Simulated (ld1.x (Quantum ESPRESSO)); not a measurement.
# u(r) = r·R(r): atom against pseudo-atom (cerium (Ce))

Columns: radius, all-electron u(r) and pseudo u(r) of the 6s shell (level -3.78 eV) of cerium in the configuration [Kr] 4d10 5s2 4f1 5p6 5d1 6s2 6p0; Wu–Cohen, scalar-relativistic, TM scheme, ld1.x (Quantum ESPRESSO) 7.5.

```tsv
r (bohr)	all-electron	pseudo
0.170	0.0921	-0.0102
0.340	-0.0398	-0.0208
0.510	-0.1637	-0.0323
0.680	-0.0533	-0.0449
0.850	0.1138	-0.0594
1.020	0.2272	-0.0760
1.190	0.2631	-0.0955
1.360	0.2345	-0.1184
1.530	0.1632	-0.1452
1.700	0.0692	-0.1764
1.870	-0.0324	-0.2121
2.040	-0.1318	-0.2522
2.210	-0.2229	-0.2959
2.380	-0.3026	-0.3418
2.550	-0.3700	-0.3878
2.720	-0.4251	-0.4315
2.890	-0.4686	-0.4702
3.060	-0.5018	-0.5020
3.230	-0.5257	-0.5257
3.400	-0.5415	-0.5415
3.570	-0.5502	-0.5502
3.740	-0.5528	-0.5528
3.910	-0.5502	-0.5502
4.080	-0.5431	-0.5431
4.250	-0.5323	-0.5323
4.420	-0.5185	-0.5185
```

Task: How many radial nodes do the two functions have?

Result: The all-electron 6s function has n − l − 1 = 5 (the table is too coarse to show those close to the nucleus); the pseudo-wave has 0, since the states of the same l below it are removed with the core.

Task: At about which radius was the pseudo-wave matched?

Result: 3.40 bohr. The columns agree to 0.0005 from 3.06 bohr on; several derivatives are matched, so the curves merge somewhat inside the radius.

Task: Is the pseudo-wave norm-conserving?

Result: Yes: the TM scheme keeps the norm inside the radius equal to the all-electron one, which fixes the energy derivative of the logarithmic derivative at the level.
